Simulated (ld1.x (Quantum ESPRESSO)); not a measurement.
Cutoff test, germanium (Ge), ultrasoft

- Element: germanium
- Generator: ld1.x (Quantum ESPRESSO) 7.5
- Type: ultrasoft
- Functional: LDA (PZ)
- Relativity: scalar-relativistic
- Frozen core: [Ar] 3d10
- Valence charge: 4
- Reference configuration: 4s2 4p2
- Partial waves: 4s (bound): rcut 1.60, rcutus 1.85 bohr; 4s channel at 1.2 Ry: rcut 1.60, rcutus 1.85 bohr; 4p (bound): rcut 1.55, rcutus 1.75 bohr; 4p channel at 2.4 Ry: rcut 1.55, rcutus 1.75 bohr; 4d channel at -0.15 Ry: rcut 1.45, rcutus 1.95 bohr
- Local potential: all-electron potential smoothed inside 1.50 bohr (lloc = -1)
- Core correction: Bessel-smoothed model core inside 1.05 bohr
- Augmentation charge: built from norm-conserving waves at rcut, not smoothed further

The pseudo-atom Hamiltonian at the reference potential is diagonalised in spherical Bessel functions j_l(qr) that vanish at 20 bohr, with q² up to the cutoff. All-electron valence levels (Ry): 4s -0.8782, 4p -0.2978.

Task: How do the lowest levels (Ry) of each channel move with the cutoff, and are there ghosts?

Result:

```json
{"cutoff (Ry)": "8", "s #1": "-0.8764", "s #2": "-0.0319", "p #1": "-0.2970", "p #2": "0.0269", "d #1": "0.0566", "f #1": "0.1099", "Σ f·Δε (mRy)": "5.5"}
{"cutoff (Ry)": "10", "s #1": "-0.8776", "s #2": "-0.0321", "p #1": "-0.2971", "p #2": "0.0269", "d #1": "0.0566", "f #1": "0.1099", "Σ f·Δε (mRy)": "3.0"}
{"cutoff (Ry)": "12", "s #1": "-0.8780", "s #2": "-0.0322", "p #1": "-0.2973", "p #2": "0.0268", "d #1": "0.0566", "f #1": "0.1099", "Σ f·Δε (mRy)": "1.7"}
{"cutoff (Ry)": "15", "s #1": "-0.8781", "s #2": "-0.0322", "p #1": "-0.2977", "p #2": "0.0268", "d #1": "0.0566", "f #1": "0.1099", "Σ f·Δε (mRy)": "0.8"}
{"cutoff (Ry)": "18", "s #1": "-0.8781", "s #2": "-0.0322", "p #1": "-0.2978", "p #2": "0.0268", "d #1": "0.0565", "f #1": "0.1099", "Σ f·Δε (mRy)": "0.5"}
{"cutoff (Ry)": "21", "s #1": "-0.8782", "s #2": "-0.0322", "p #1": "-0.2979", "p #2": "0.0268", "d #1": "0.0565", "f #1": "0.1099", "Σ f·Δε (mRy)": "0.3"}
{"cutoff (Ry)": "400", "s #1": "-0.8783", "s #2": "-0.0322", "p #1": "-0.2979", "p #2": "0.0268", "d #1": "0.0565", "f #1": "0.1099", "Σ f·Δε (mRy)": "0.0"}
```

Result: no extra level below or beside the all-electron valence levels (s, p, d, f tested); 10 mRy is reached at 8 Ry and 1 mRy at 15 Ry.
